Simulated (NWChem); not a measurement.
Molecule: C4H8; SMILES C1CC1C

```xyz
12

C      0.1594     1.5535     0.0000
C     -0.4967     0.1902     0.0000
C      0.1263    -0.9614    -0.7565
C      0.1263    -0.9614     0.7565
H     -0.1256     2.1432    -0.8965
H      1.2656     1.4619     0.0000
H     -0.1256     2.1432     0.8965
H     -1.6007     0.2147     0.0000
H     -0.5354    -1.6691    -1.2800
H      1.0823    -0.7751    -1.2728
H     -0.5354    -1.6691     1.2800
H      1.0823    -0.7751     1.2728
```
Atoms are numbered in this order, from 1.

Structure relaxed at the PBE-D3(BJ)/def2-SVP level.

Symmetry labels are those of Cs in the frame above (b1 and b2, or b-type labels, depend on it).

Task: List the 4 lowest vertical singlet excitations and the 4 lowest triplet ones from PBE0/6-31+G* (spherical d), TDA (NWChem).

Result: 
| state | energy (eV) | oscillator strength | symmetry | leading excitation (squared amplitude) |
|---|---|---|---|---|
| S1 | 7.25 | 0.012 | a" | HOMO → LUMO (0.97) |
| S2 | 7.55 | 0.003 | a' | HOMO−1 → LUMO (0.93) |
| S3 | 7.69 | 0.017 | a" | HOMO → LUMO+3 (0.56) |
| S4 | 7.78 | 0.001 | a" | HOMO → LUMO+1 (0.59) |
| T1 | 7.11 | spin-forbidden | a" | HOMO → LUMO (0.94) |
| T2 | 7.41 | spin-forbidden | a' | HOMO−1 → LUMO (0.88) |
| T3 | 7.56 | spin-forbidden | a" | HOMO → LUMO+1 (0.49) |
| T4 | 7.65 | spin-forbidden | a' | HOMO → LUMO+2 (0.95) |
